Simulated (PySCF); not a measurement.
## Calculated properties of `C#C[Si@H]1[SiH2]NC[C]1C` [radical]

C5H10NSi2 (doublet state).
Geometry (GFN2-xTB, Å), atoms numbered from 1 in this order:
```xyz
18
C5H10NSi2 angstrom
C      2.8845   -2.0205    0.5836
C      1.9876   -1.2548    0.8212
Si     0.6046   -0.0555    1.1444
Si     0.9012    2.0818    0.3674
N     -0.4595    1.9582   -0.6804
C     -1.1678    0.7282   -0.9454
C     -0.8039   -0.3809   -0.0250
C     -1.5277   -1.6659   -0.1926
H      3.6717   -2.6910    0.3857
H      0.2155   -0.3027    2.5478
H      2.1311    2.4009   -0.3780
H      0.6580    3.2096    1.2784
H     -0.7195    2.6984   -1.3110
H     -2.2550    0.9187   -0.8792
H     -0.9891    0.4028   -1.9899
H     -1.1631   -2.2079   -1.0716
H     -2.5984   -1.5063   -0.3400
H     -1.3788   -2.3067    0.6729
```

From GFN2-xTB geometry:

| Property | Result |
| --- | --- |
| Point group of the GFN2-xTB geometry | C1 |
| Rotational constants A, B, C of the GFN2-xTB geometry | 1.750, 1.241, 0.826 GHz |

**UKS B3LYP, pcH-1 on C H N Si, non-relativistic, mean-field spin-orbit, GIAO (PySCF)**

| Quantity | Value |
| --- | --- |
| Isotropic g value | 2.00259 |
| Principal g values | 2.00222, 2.00256, 2.00300 |
| Spin squared ⟨S²⟩ | 0.754 |
| Largest Mulliken spin population | 0.94 on C7 |
| Largest isotropic hyperfine couplings (means over sets of like nuclei) | 1H +111.4 (H15), 1H +93.2 (H14), 13C +82.0 (C7), 1H +65.0 (H16/H17/H18), 1H +57.2 (H10) MHz |

Monoisotopic mass from the formula: 140.0352 u.

At 9.50 GHz, hν = g·μB·B₀ (B₀ the magnetic field) puts the centre of the isotropic spectrum, to first order, at 338.9 mT. ⟨S²⟩ is 0.004 above the pure-spin value S(S + 1) = 0.75. g_iso is shifted by about +280 ppm from the free-electron value 2.002319; the principal values span 0.0008. The rotational constants make it an asymmetric top with κ = (2B − A − C)/(A − C) = -0.10, nearer the prolate limit (−1). With B = h/(8π²I), that is 505.379 GHz u Å² over I, the principal moments of inertia are 288.8, 407.1 and 612.0 u Å² (most abundant isotopes).

Geometry: GFN2-xTB; no solvent or vibrations. Hyperfine couplings depend on the geometry, which wasn't re-optimised at a DFT level. Couplings of like nuclei are plain means over topologically equivalent atoms, as if these changed places fast (by rotation of a methyl-like group, say); in this geometry the members of some sets differ.
